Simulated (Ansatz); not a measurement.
Z-matrix (Å, degrees):
```
Mo
O 1 1.855
S 1 2.102 2 109.9
O 1 1.663 2 108.9 3 119.0
Cl 1 2.247 2 111.1 3 -120.5
H 2 0.962 1 123.3 3 21.6
```

Total charge 0; spin multiplicity 1. Mo takes the def2 core potential.

Problem. List the PBE/def2-TZVPP orbital energies in eV (Ansatz 0.2.0). (Best estimate.)

Solution. Ansatz gave: Occupied: -2739.55, -2396.12, -511.83, -511.51, -250.11, -209.09, -190.77, -190.67, -190.65, -155.18, -155.14, -155.08, -69.26, -43.57, -43.18, -43.05, -25.66, -23.31, -20.59, -17.14, -13.70, -10.87, -10.52, -10.51, -10.16, -9.65, -8.88, -8.75, -8.32, -8.22, -7.52, -6.88. Lowest empty: -3.98, -3.89, -2.71, -2.07, -1.62, -0.91, 0.36, 0.83.
